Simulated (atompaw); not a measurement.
**Tl: one change to a PAW (atompaw) potential, before and after**

- Element: thallium
- Generator: atompaw 4.2.0.5
- Type: PAW
- Functional: LDA (PW92)
- Relativity: scalar-relativistic
- Frozen core: [Kr] 4d10 4f14 5s2
- Valence charge: 19
- Reference configuration: 5p6 5d10 6s2 6p1
- Partial waves: 6s (bound): rc 2.45 bohr; 6s channel at 3.9 Ry: rc 2.45 bohr; 5p (bound): rc 1.65 bohr; 6p (bound): rc 1.50 bohr; 5d (bound): rc 2.45 bohr; 5d channel at 2.45 Ry: rc 1.30 bohr
- Local potential: troulliermartins scheme with l = 3 at 0 Ry, radius 1.75 bohr
- Core correction: smooth core density matched at 1.30 bohr
- Augmentation charge: besselshape compensation charge, radius 1.90 bohr; PAW radius 2.45 bohr; waves and projectors: custom polynom2 7 10 vanderbiltortho

Change: wave 5d channel at 2.45 Ry: rc 1.30 bohr becomes 5d channel at 1.08 Ry: rc 1.30 bohr.

Cutoffs: the cutoffs (Ry, on a coarse ladder) from which the occupation-weighted sum of valence levels, in a spherical-Bessel basis at the reference potential, stays within 10 and 1 mRy of its value at 400 Ry; they do not see the model core or the augmentation charge, which bear on the density cutoff.

**Question.** What does the change do?

**Answer.** The potential gets harder (40 Ry and 160 Ry → 50 Ry and 160 Ry); both files keep a bound ghost (d, s).

```tsv
quantity	base	changed
cutoff, loose	40 Ry	50 Ry
cutoff, tight	160 Ry	160 Ry
bound ghosts	s, d	s, d
s: phases at 2.46 bohr within 0.05 rad from the reference energy up to (Ry; the scan ends near 5)	to the end of the scan	to the end of the scan
p: phases at 2.46 bohr within 0.05 rad from the reference energy up to (Ry; the scan ends near 5)	to the end of the scan	to the end of the scan
d: phases at 2.46 bohr within 0.05 rad from the reference energy up to (Ry; the scan ends near 5)	n/a	1.9
lowest overlap eigenvalue by channel	s 0.80, p 1.00, d 1.00	s 0.80, p 1.00, d 0.83
```

 A true bound ghost makes a file unfit for plane-wave use even where its test errors are small: the radial tests pick states by their node count and pass the ghost by. The cutoffs see the waves, projectors and local potential, not the compensation charge or the core.
